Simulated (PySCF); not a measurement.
Isomers of C4H4N2O. Method used: PBE0-D3(BJ)/def2-SVP geometry optimisation, gas phase in PySCF. Energies are electronic, without zero-point or thermal terms, for one conformer each. No frequencies were run at this level. Point groups hold within 0.08 Å.

Question: Rank from lowest to highest electronic energy at this level (kcal/mol).
A. pyridazine N-oxide (`[O-][n+]1ccccn1`)
B. pyrazine N-oxide, `[O-][n+]1ccncc1`
C. `c1c[n+](cnc1)[O-]` (pyrimidine-1-oxide)

Answer: B (0.0), C (0.2), A (11.5).

As drawn, the highest has an N–N linkage, which the lowest lacks. Neighbours under 2.5 kcal/mol apart ([O-][n+]1ccncc1 and [O-][n+]1cccnc1) can change places with a better method, another conformer or zero-point energy.

```csv
SMILES,E (Eh),E rel (kcal/mol),dipole (D),point group,"A, B, C (MHz)"
[O-][n+]1ccncc1,-338.86144,0.0,1.20,C2v,"6293, 2831, 1952"
[O-][n+]1cccnc1,-338.86117,0.2,3.30,Cs,"6118, 2900, 1968"
[O-][n+]1ccccn1,-338.84309,11.5,4.90,Cs,"6080, 2951, 1987"
```

As an exercise, what shares would exp(−E/RT) give at 500 K from these electronic energies alone (no entropy, no degeneracies)?

RT = 0.994 kcal/mol: [O-][n+]1ccncc1 54.2 %, [O-][n+]1cccnc1 45.8 %, [O-][n+]1ccccn1 under 0.1 %.
